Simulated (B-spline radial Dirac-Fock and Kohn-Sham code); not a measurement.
# Dipole and non-dipole photoemission parameters of V 1s

System: the V atom, configuration [Ar] 3d3 4s2; threshold 5465.0 eV (tabulated edge). Calculated with a radial finite-basis atomic code, using Dirac-Hartree-Slater photoionisation with a Latter tail; cross sections with all multipoles, angular parameters from the dipole term and its interference with E2.

```
hν (eV)  σ (kb)      β       γ
   5480    43.1  2.000  -0.424
   5870       ?      ?       ?
   7120    22.8  2.000   0.611
 8047.8    16.5  2.000   0.882
   8520    14.2  2.000   0.999
   9020    12.2  2.000   1.113
   9120    11.8  2.000   1.134
 9251.7    11.4  2.000   1.162
  10900    7.29  1.999   1.474
  11500    6.29  1.999   1.574
  12000    5.60  1.999   1.654
```

**Question.** Give the values at 5870 eV.

**Answer.** σ = 37.4 kb, β = 2.000, γ = 0.021. For an s subshell δ is negligible.
